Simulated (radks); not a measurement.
Values are calculated unless marked as measured or tabulated.
The fluorine ion F4+, configuration [He] 2s2 3s1 (not the ground configuration). Code: a radial shooting solver on a logarithmic mesh with Libxc functionals. Model: scalar-relativistic Kohn-Sham, PBE, spin-polarised, spherical densities, point nucleus; open shells are filled with parallel spins first.

Unscreened Slater integrals over Kohn-Sham orbitals (cm^-1). They are taken over the spin-up orbitals. Empty in this configuration: 2p.

integral     value
F0(3s,3s)    93880
F0(3s,2s)   120410
G0(3s,2s)   9416.1
F0(3s,1s)   138060
G0(3s,1s)   5855.6
F0(3s,2p)   122160
G1(3s,2p)    11923
F0(2s,2s)   244900
F0(2s,1s)   343230
G0(2s,1s)    30850
F0(2s,2p)   255890
G1(2s,2p)   151470
F0(1s,1s)  1177700
F0(1s,2p)   373750
G1(1s,2p)    56939
F0(2p,2p)   272540
F2(2p,2p)   129270
